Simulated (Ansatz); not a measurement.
## Abstraction of H: C2H4Si + C2H7OSi → C2H3Si + C2H8OSi

Species: C2H4Si (ethynylsilane) `C#C[SiH3]`, singlet; C2H7OSi `CC[SiH]O`, doublet; C2H3Si `C#C[SiH2]`, doublet; C2H8OSi `CC[SiH2]O`, singlet. A radical takes H: the energy is the difference in strength between two Si–H bonds in different surroundings.

Shapes, held fixed at every level: PBE0-D4/def2-TZVP. Flexible molecules stand in one conformer, not always the lowest. Programs: Ansatz 0.2.0. The zero-point and thermal change to 298 K, harmonic and unscaled (PBE0-D4/def2-TZVP), is -0.9 kJ/mol.

```tsv
level	kind	ΔH(298 K) (kJ/mol)	less CCSD(T)/CBS estimate
SPW92/def2-TZVPP	LDA	-11.3	-2.1
B3LYP-D4/def2-TZVPP	global hybrid	-10.8	-1.6
BHLYP-D4/def2-TZVPP	global hybrid	-11.6	-2.4
PBE0-D4/def2-TZVPP	global hybrid	-11.2	-2.0
CCSD(T)/def2-SVP	coupled cluster or CI	-12.6	-3.4
CCSD/def2-SVP	coupled cluster or CI	-13.2	-4.0
CCSD/def2-TZVPP	coupled cluster or CI	-11.3	-2.1
CCSD(T)/CBS estimate	coupled cluster or CI	-9.2	0.0
```

The highest level, CCSD(T)/CBS estimate, gives ΔH(298 K) = -9.2 kJ/mol; the levels span -13.2 to -9.2. The column of differences is taken from that level and isn't an error. No measured value is set beside it here. Spin contamination: C2H3Si (⟨S²⟩ up to 0.85). Open shells run unrestricted. The CBS estimate extrapolates MP2 from def2-TZVPP and def2-QZVPP and adds CCSD(T) − MP2 in the triple-zeta set, cores frozen.
